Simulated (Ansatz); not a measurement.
A nudged elastic band was laid between two geometries of ClH2OSn (5 atoms, charge 0, multiplicity 2).

These are results of UKS B3LYP/def2-SVP (Ansatz 0.2.0), not measurements.

- movable images: 7
- climbing image: yes
- spring: 5.0 eV/Å²
- optimiser: quadratic models (default)
- start path: through a guess of the saddle point
- force threshold: 0.05 eV/Å
- iteration limit: 60
- end points: relaxed

Initial state:

```xyz
5
Properties=species:S:1:pos:R:3
O -1.315 0.091 -0.513
Sn 0.690 0.098 -0.476
Cl 1.338 -1.251 1.408
H -1.705 -0.788 -0.386
H 1.043 1.776 -0.074
```

Final state:

```xyz
5
Properties=species:S:1:pos:R:3
O -1.286 -0.481 -0.167
Sn 0.665 -0.050 -0.401
Cl 1.621 -1.150 1.489
H -1.841 -0.078 -0.852
H 0.890 1.685 -0.111
```

What changes between the two ends?

No bond is made or broken. The dihedral H4–O1–Sn2–Cl3 goes from -45 to 178°.

Give the energies along the band, and the barrier.

The run converged. The highest image is number 4 of 0 to 8, 0.166 eV above the first end and 0.065 eV above the last; the last end lies 0.101 eV above the first. A vibrational analysis at the climbing image gives one clearly imaginary mode, 236i cm⁻¹: a first-order saddle point.

| image | path coordinate (Å) | energy (eV) | dihedral H4–O1–Sn2–Cl3 (°) |
| --- | --- | --- | --- |
| 0 | 0.00 | 0.000 | -45 |
| 1 | 0.32 | 0.021 | -15 |
| 2 | 0.64 | 0.085 | 17 |
| 3 | 0.96 | 0.145 | 47 |
| 4 | 1.28 | 0.166 | 77 |
| 5 | 1.55 | 0.155 | 102 |
| 6 | 1.82 | 0.130 | 128 |
| 7 | 2.08 | 0.109 | 154 |
| 8 | 2.35 | 0.101 | 178 |

What is the geometry of the highest image?


```xyz
5
Properties=species:S:1:pos:R:3
O -1.180 -0.460 -0.822
Sn 0.727 0.052 -0.485
Cl 1.512 -1.304 1.333
H -1.787 -0.081 -0.168
H 0.778 1.719 0.101
```

What are the harmonic wavenumbers there?

236i, 143, 342, 463, 515, 587, 784, 1659, 3793 cm⁻¹.

The band took 10 iterations and of the order of 2.6 core-minutes.

Run time: 2.6 min on 1 thread of Intel(R) Xeon(R) 6975P-C (Granite Rapids), on a shared host, peak memory 0.2 GiB.
